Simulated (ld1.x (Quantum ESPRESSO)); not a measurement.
Reading a pseudo-wave (silver (Ag))

Columns: radius, all-electron u(r) and pseudo u(r) of the 4d shell (level -8.01 eV) of silver in the configuration [Ar] 3d10 4s2 4p6 4d10 5s0.75 5p0.25; PBEsol, scalar-relativistic, TM scheme, ld1.x (Quantum ESPRESSO) 7.5.

```
r (bohr)  all-electron   pseudo
   0.114        0.2628  -0.0048
   0.228        0.4488  -0.0365
   0.342        0.2605  -0.1135
   0.456       -0.0772  -0.2397
   0.570       -0.3983  -0.4028
   0.684       -0.6394  -0.5782
   0.798       -0.7922  -0.7370
   0.912       -0.8706  -0.8554
   1.026       -0.8948  -0.9214
   1.140       -0.8828  -0.9356
   1.254       -0.8486  -0.9085
   1.368       -0.8019  -0.8546
   1.482       -0.7491  -0.7876
   1.596       -0.6942  -0.7181
   1.710       -0.6400  -0.6523
   1.824       -0.5877  -0.5928
   1.938       -0.5384  -0.5399
   2.052       -0.4923  -0.4926
   2.166       -0.4496  -0.4497
   2.280       -0.4103  -0.4103
   2.394       -0.3743  -0.3743
   2.508       -0.3412  -0.3412
   2.622       -0.3111  -0.3111
   2.736       -0.2836  -0.2836
   2.850       -0.2585  -0.2585
   2.964       -0.2356  -0.2356
```

(1) How many radial nodes do the two functions have?

(2) At about which radius was the pseudo-wave matched?

(3) Is the pseudo-wave norm-conserving?

Answers

(1) The all-electron 4d function has n − l − 1 = 1; the pseudo-wave has 0, since the states of the same l below it are removed with the core.

(2) 2.28 bohr. The columns agree to 0.0005 from 2.05 bohr on; several derivatives are matched, so the curves merge somewhat inside the radius.

(3) Yes: the TM scheme keeps the norm inside the radius equal to the all-electron one, which fixes the energy derivative of the logarithmic derivative at the level.
